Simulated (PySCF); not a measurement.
Magnetic susceptibility: `N#C[C@@H]1C[C@@H](N)[C@]12C[C@@H]2F`, C7H9FN2

Cartesian coordinates in Å; atom numbers follow the order of the lines, from 1:
```xyz
19

N    -1.481    3.038    0.816
C    -1.128    2.148    0.190
C    -0.676    1.014   -0.566
C    -1.651   -0.190   -0.565
C    -0.629   -1.041    0.220
N    -0.266   -2.270   -0.431
C     0.347    0.147    0.172
C     1.330    0.619    1.203
C     1.810    0.105   -0.119
F     2.315    0.995   -1.021
H    -0.351    1.351   -1.554
H    -1.859   -0.585   -1.556
H    -2.587   -0.008   -0.044
H    -0.952   -1.281    1.237
H     0.111   -2.098   -1.357
H     0.416   -2.792    0.106
H     1.395    1.683    1.378
H     1.504    0.011    2.078
H     2.343   -0.837   -0.194
```

The calculation used PySCF, GIAO B3LYP/pcSseg-1 magnetisability, rotational g tensor and spin-rotation constants, non-relativistic, gas phase. Geometry: GFN2-xTB.

(1) What are the magnetisability and the molar susceptibility?

(2) Split it along the inertial axes a, b, c into diamagnetic and paramagnetic parts about the centre of mass, with the quadrupole moment.

(3) And the rotational g tensor?

Answers

(1) Isotropic -1500 × 10⁻³⁰ J/T², or -90.3 × 10⁻⁶ cm³/mol; principal values -1698, -1421, -1380 × 10⁻³⁰ J/T², anisotropy 299 × 10⁻³⁰ J/T² (root of half the summed squared differences of the principal values). The susceptibility is in cgs units.

(2) 
```tsv
axis	χ (10⁻⁶ cm³/mol)	diamagnetic (10⁻⁶ cm³/mol)	paramagnetic (10⁻⁶ cm³/mol)	summed x² of all electrons (Å²)	quadrupole Θ (D Å)
a	-94.7	-856.6	762.0	188.5	-9.72
b	-89.4	-1015.5	926.2	151.1	-2.36
c	-86.9	-1440.9	1354.0	50.8	+12.08
```
Anisotropies 2χaa − χbb − χcc = -13.1 and 2χbb − χaa − χcc = +2.8 × 10⁻⁶ cm³/mol. Θ is traceless in Buckingham's convention.

(3) 
| axis | rotational constant (GHz) | g | nuclear part | electronic part |
| --- | --- | --- | --- | --- |
| a | 1.5777 | -0.0088 | 0.5560 | -0.5647 |
| b | 1.2915 | -0.0131 | 0.5489 | -0.5619 |
| c | 0.8657 | -0.0132 | 0.5375 | -0.5507 |

Asymmetric top; isotopes 12C, 19F, 1H, 14N; no vibrational averaging.
